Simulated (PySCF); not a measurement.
**Working out the ionisation energy of Co**

Co [Ar] 3d7 4s2 (4F) → Co⁺ [Ar] 3d8 (3F). All numbers are calculated (PySCF 2.14, the spin-free X2C one-electron Hamiltonian (Gaussian nucleus), in x2c-QZVPPall). Frozen: [Ne]. Energies in hartree (1 hartree = 27.21139 eV):

| part | Co (lower) | Co⁺ (upper) |
| --- | --- | --- |
| UHF | -1391.913882 | -1391.608962 |
| MP2 opposite-spin | -0.411280 | -0.439581 |
| MP2 same-spin | -0.196080 | -0.212058 |

Question: What does Hartree-Fock give?

Answer: (-1391.608962) − (-1391.913882) = 0.304920 hartree = 8.297 eV.

Question: What do MP2 and SCS-MP2 (6/5 opposite-spin, 1/3 same-spin) give?

Answer: The opposite-spin parts differ by -0.770 eV and the same-spin parts by -0.435 eV. MP2: 8.297 + (-0.770) + (-0.435) = 7.092 eV. SCS-MP2: 8.297 + 1.2 × (-0.770) + (-0.435)/3 = 7.228 eV.

Measured between the centres of the two terms (NIST): 7.869 eV, so MP2 (valence and next inner shell) is off by -0.777 eV.

What remains against the reference includes basis incompleteness, the frozen core and correlation beyond second order.
